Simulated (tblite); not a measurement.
C6H12P2.
Structure used (GFN2-xTB), in Å, numbered top down from 1:
```xyz
20
C6H12P2 angstrom
C      2.3573    0.0931    1.0841
C      2.5757   -0.7804    0.1163
P      1.4990   -1.0735   -1.3138
C      0.9272    0.6133   -1.6679
C     -0.1713    0.9656   -1.0102
P     -0.8409   -0.3406    0.0700
C     -2.1039   -1.0009   -1.1040
C     -1.9626    0.6969    1.1158
H      1.5206    0.7745    1.0533
H      3.0049    0.1697    1.9429
H      3.4087   -1.4724    0.1648
H      2.5663   -1.0746   -2.2316
H      1.4402    1.2362   -2.3888
H     -0.6386    1.9413   -1.0737
H     -1.5896   -1.5546   -1.8872
H     -2.7633   -1.6779   -0.5632
H     -2.6861   -0.1927   -1.5450
H     -2.5710    1.3624    0.5040
H     -1.3639    1.2842    1.8103
H     -2.6137    0.0413    1.6918
```

Calculated harmonic vibrations of the isolated species, GFN2-xTB (tblite), most abundant isotopes, no scaling. Against measured fundamentals such values can be off by several per cent, at times by over 20. Modes of hydrogen on phosphorus can be 10 to 20 % off. One conformer, not necessarily the lowest.

Harmonic wavenumbers (cm⁻¹): 48.0, 82.6, 102.0, 140.6, 153.0, 170.5, 200.1, 216.6, 238.1, 287.1, 344.1, 417.8, 465.7, 523.3, 681.7, 699.8, 707.7, 734.9, 739.2, 754.7, 809.0, 836.6, 845.9, 861.5, 880.8, 887.4, 895.4, 923.1, 985.4, 997.2, 1071.2, 1222.6, 1230.6, 1303.8, 1319.7, 1391.4, 1431.6, 1440.9, 1444.9, 1456.4, 1610.9, 1655.6, 2197.0, 2980.0, 2985.9, 3001.7, 3005.4, 3008.5, 3010.1, 3013.1, 3019.3, 3033.2, 3071.2, 3097.2.

A = 2207, B = 1040, C = 887.4 MHz; mass 146.041 u (most abundant isotopes); point group C1, symmetry number 1.

Q: Zero-point energy?

A: Half the sum of the wavenumbers: 34316 cm⁻¹ = 410.51 kJ/mol.

Q: What is S at 273.15 K and 1 bar for an ideal gas of classical rigid rotors and harmonic oscillators?

A: Translation 169.19, rotation 122.11, vibration 131.15: S = 422.5 J/(mol K).

Q: And Cp and H(273.15 K) − H(0)?

A: Cp = 170.95 J/(mol K), of which vibrations give 137.69 (their classical limit is 54 R = 449.0); H(273.15 K) − H(0) = 28.38 kJ/mol without the zero-point energy, 19.30 from vibrations.

Q: How do the functions run with temperature in this model?

A: 
```
 T (K)  S (J/(mol K))  Cp (J/(mol K))  H − H(0) (kJ/mol)  G − H(0) (kJ/mol)  ln q(vib)
   150          339.2           113.2              10.93             -39.96       3.40
   250          407.8           159.9              24.55             -77.40       6.55
298.15          437.9           182.7              32.80             -97.77       8.05
   400          497.9           226.4              53.70            -145.46      11.18
   600          602.6           290.1             105.78            -255.79      17.09
   900          732.7           350.8             202.66            -456.79      25.24
```

q(vib) and H(0) count from the zero-point level.

Q: What must be added to the electronic energy to get the Gibbs energy at 273.15 K and 1 bar?

A: ZPE + [H(273.15 K) − H(0)] − T·S = 410.51 + 28.38 − 115.39 = 323.50 kJ/mol.

Hindered rotation and anharmonicity are outside this model. Other conformers, if any are populated, would add a mixing term that is left out. The structure is chiral; the term R ln 2 for an equal mix with its mirror image is left out.
